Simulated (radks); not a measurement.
Coulomb parameter of the 4f shell of the thulium ion Tm2+ in the model configuration [Xe] 4f12 6s1, as a second difference U = [E(n + 1) + E(n - 1) - 2 E(n)] / (1)^2 with all orbitals relaxed. "Bare": the charge of the atom changes with n. "Screened": the 6s shell takes up the change at fixed total charge, which measures U(4f,4f) + U(6s,6s) - 2 U(4f,6s). All-electron calculation, Dirac Kohn-Sham, BLYP, spin-unpolarised, spherical densities, point nucleus; open shells are shared between the two j in proportion to 2j + 1. Program: a radial shooting solver on a logarithmic mesh with Libxc functionals.

case         configuration  E - E(n) (eV)
start        [Xe] 4f12 6s1          0.000
bare +1      [Xe] 4f13 6s1        -17.656
bare -1      [Xe] 4f11 6s1         36.067
screened +1      [Xe] 4f13         -5.406
screened -1  [Xe] 4f11 6s2         13.245

U(bare) = 18.411 eV, U(screened by 6s) = 7.839 eV.
